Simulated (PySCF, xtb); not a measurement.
Cu2, SMILES [Cu][Cu], multiplicity 1.

xtb with GFN2-xTB at its own geometry gives an orbital gap of 5.67 eV and a dipole moment of 0.00 D.

Geometry optimised at r2SCAN-D4/def2-TZVP. The multiplicity is an assumed one; other spin states were not compared.

Problem. What does PySCF with M06-2X/def2-TZVPD give? (An estimate is asked for; the answer gives what the named calculation found.)

Solution. gap 4.61 eV (levels -6.27 and -1.66 eV), dipole 0.00 D.
